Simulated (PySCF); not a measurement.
Cl2Y, charge +1. Atoms are numbered in the order given.

```xyz
3

Y      0.0000     0.0000     0.6156
Cl     0.0000     1.9499    -0.7061
Cl     0.0000    -1.9499    -0.7061
```
Charge +1, spin multiplicity 1.

Geometry: B3LYP-D3(BJ)/def2-TZVP. The spin state was assumed, not searched. The isomer is the one that the SMILES or the coordinates give; other isomers of the formula were not compared. The def2 effective core potentials stand for the cores of Y; spin–orbit coupling is left out.

The numbers are results of TDA-PBE0/def2-SVPD (PySCF), not measurements.

Vertical excitations. Gas-phase values at a fixed geometry. State labels are in the subgroup C2v.

```json
[
 {"state": "S1", "symmetry": "B2", "energy (eV)": "4.54", "λ (nm)": "273", "f": "0.005", "main pairs": "HOMO→LUMO 97 %"},
 {"state": "S2", "symmetry": "B1", "energy (eV)": "4.86", "λ (nm)": "255", "f": "0.025", "main pairs": "HOMO−1→LUMO 98 %"},
 {"state": "S3", "symmetry": "A2", "energy (eV)": "4.92", "λ (nm)": "252", "f": "0.000", "main pairs": "HOMO−2→LUMO 96 %"},
 {"state": "S4", "symmetry": "A2", "energy (eV)": "4.97", "λ (nm)": "249", "f": "0.000", "main pairs": "HOMO→LUMO+1 97 %"},
 {"state": "S5", "symmetry": "A1", "energy (eV)": "5.01", "λ (nm)": "247", "f": "0.001", "main pairs": "HOMO−3→LUMO 97 %"},
 {"state": "S6", "symmetry": "B2", "energy (eV)": "5.20", "λ (nm)": "238", "f": "0.009", "main pairs": "HOMO→LUMO+2 84 %"},
 {"state": "S7", "symmetry": "B1", "energy (eV)": "5.35", "λ (nm)": "232", "f": "0.000", "main pairs": "HOMO→LUMO+3 61 %, HOMO−3→LUMO+1 33 %"},
 {"state": "S8", "symmetry": "A1", "energy (eV)": "5.35", "λ (nm)": "232", "f": "0.000", "main pairs": "HOMO−1→LUMO+1 84 %"},
 {"state": "S9", "symmetry": "B2", "energy (eV)": "5.42", "λ (nm)": "229", "f": "0.014", "main pairs": "HOMO−4→LUMO 62 %, HOMO−2→LUMO+1 27 %"},
 {"state": "S10", "symmetry": "B1", "energy (eV)": "5.43", "λ (nm)": "228", "f": "0.000", "main pairs": "HOMO−1→LUMO+2 72 %, HOMO−3→LUMO+1 24 %"},
 {"state": "T1", "symmetry": "B2", "energy (eV)": "4.51", "λ (nm)": "275", "f": "0", "main pairs": "HOMO→LUMO 99 %"},
 {"state": "T2", "symmetry": "B1", "energy (eV)": "4.74", "λ (nm)": "262", "f": "0", "main pairs": "HOMO−1→LUMO 97 %"},
 {"state": "T3", "symmetry": "A2", "energy (eV)": "4.81", "λ (nm)": "258", "f": "0", "main pairs": "HOMO−2→LUMO 93 %"},
 {"state": "T4", "symmetry": "A2", "energy (eV)": "4.91", "λ (nm)": "253", "f": "0", "main pairs": "HOMO→LUMO+1 94 %"}
]
```
Triplets are in the Tamm–Dancoff approximation.
